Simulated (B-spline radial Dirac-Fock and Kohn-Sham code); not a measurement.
## Binding energies of Pr⁴³⁺ at several levels of theory

System: the Pr⁴³⁺ ion in the configuration [Ne] 3s2 3p4.

The density-functional columns are spherical, spin-unpolarised Dirac-Kohn-Sham results without Breit or QED terms: −ε is minus the orbital energy of the initial state and ΔSCF the difference of two total energies. The reference in the last column comes from ΔSCF Dirac-Fock with Breit, self-energy and vacuum polarisation, finite nucleus, configuration average. All numbers are from a radial B-spline solver, in eV; a selection of levels is shown. The Kohn-Sham columns are given as differences from the reference. For the 1s level of heavy atoms much of the gap between ΔSCF and the reference is the Breit and QED part, -165.9 eV here; for other levels the error of the functional can be larger.

| level | LDA −ε − DF | LDA ΔSCF − DF | Dirac-Fock |
| --- | --- | --- | --- |
| K (1s) | -301.2 | +155.1 | 44738.9 |
| L1 (2s) | -151.9 | -41.3 | 9464.6 |
| L2 (2p1/2) | -114.4 | +18.2 | 9093.0 |
| M1 (3s) | -52.3 | -5.9 | 3673.2 |
| M2,3 (3p) | -41.6 | +6.3 | 3457.1 |

Values without a named source are computed, but for edge energies of neutral atoms, which are taken from tables.
